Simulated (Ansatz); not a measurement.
Two isomers of CH9AlSi2: A = `[SiH3][CH2][AlH][SiH3]`, B = `[AlH2][SiH2]C[SiH3]`.

Computed with Ansatz on PBE0-D4/def2-TZVP structures; ΔE is electronic, products minus reactants. CCSD(T)/CBS adds triple-zeta CCSD(T) − MP2 to the extrapolated MP2 energy (def2 sets, frozen cores). Functionals use def2-TZVPP. B3LYP here is the variant with VWN-RPA as its local correlation; programs differ in this. One conformer a species, not always the lowest.

(1) Which is lower in electronic energy at CCSD(T)/CBS, and by how much? (An estimate is asked.)

(2) Give E(B) − E(A) in kJ/mol with PBE0-D4, MP2/def2-TZVPP, B3LYP-D4, CCSD(T)/def2-TZVPP, HF/def2-TZVPP, B2PLYP, B3LYP. (An estimate is asked.)

Largest T1 diagnostic: 0.012.

## Answers

(1) Computed: A, by 3.3 kJ/mol.

(2) Computed: PBE0-D4 -2.8, MP2/def2-TZVPP 3.5, B3LYP-D4 5.0, CCSD(T)/def2-TZVPP 4.7, HF/def2-TZVPP 22.7, B2PLYP 10.4, B3LYP 14.5. The order is the other way round with PBE0-D4.

In def2-TZVPP, CCSD(T) changes the Hartree–Fock value by −18.0 kJ/mol (the triples alone add −3.1 kJ/mol) and MP2 by −19.2 kJ/mol. The D4 term adds −9.4 kJ/mol with B3LYP and −4.8 kJ/mol with PBE0; it sums over pairs of atoms, weighted by their polarisabilities, and B3LYP, whose exchange is more repulsive, gets the larger term.
